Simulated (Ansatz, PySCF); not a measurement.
Dimer: H2S (SMILES S) (first 3 atoms) with CHN (SMILES C#N); geometry from B3LYP-D3(BJ)/def2-TZVP, rigid monomers moved along the line of their centres of mass till H2···N5 is 2.73 Å.
(charge 0, multiplicity 1):
```xyz
6

S      0.21905     0.02307    -0.80221
H      0.31104    -0.04992     0.53738
H     -0.01055    -1.29400    -0.92292
C      0.60543    -0.12056     4.40181
N      0.50421    -0.17523     3.26239
H      0.69939    -0.06995     5.46350
```

Quantity: the interaction energy.

Interaction energies are E(AB) − E(A) − E(B) at the monomers' geometry in the complex; basis-set methods are counterpoise corrected.

Frozen-core correlation. CBS: X⁻³ extrapolation of the correlation energy, Hartree–Fock from the larger set.

Codes used: Ansatz (Gaussian basis) for Hartree–Fock, density functionals and correlated methods; PySCF for the dispersion terms. Values without a source in brackets are computed.

Costs are ratios of core time to PBE/def2-TZVPPD (roughly 4 s), for whole runs (searches for the state included, and forces where a run took them) on one shared machine, so rough; each difference counts from -1.96 kcal/mol (CCSD(T)/CBS(aug-cc-pV(D+d)Z, aug-cc-pV(T+d)Z), a level with limits of its own).

A star marks coupled-cluster runs past 200 virtual orbitals, where the program's memory plan changes under this machine's limit, so their costs aren't comparable with smaller runs.

| level | basis functions | cost | difference (kcal/mol) |
|---|---|---|---|
| PBE/def2-TZVPPD | 176 | ×1 | 0.21 |
| PBE-D3(BJ)/def2-TZVPPD | 176 | ×1 | -0.15 |
| PBE0/def2-TZVPPD | 176 | ×1 | 0.26 |
| PBE0-D3(BJ)/def2-TZVPPD | 176 | ×1 | -0.10 |
| B3LYP/def2-TZVPPD | 176 | ×2 | 0.60 |
| B3LYP-D3(BJ)/def2-TZVPPD | 176 | ×2 | 0.06 |
| r2SCAN/def2-TZVPPD | 176 | ×2 | 0.36 |
| r2SCAN-D3(BJ)/def2-TZVPPD | 176 | ×2 | 0.18 |
| wB97X-V/def2-TZVPPD | 176 | ×4 | 0.03 |
| wB97M-V/def2-TZVPPD | 176 | ×4 | 0.15 |
| CCSD(T)/aug-cc-pV(D+d)Z | 105 | ×4 | 0.12 |
| CCSD(T)/aug-cc-pV(T+d)Z | 216 | ×40* | 0.05 |

Ansatz is a quantum-chemistry and plane-wave program.
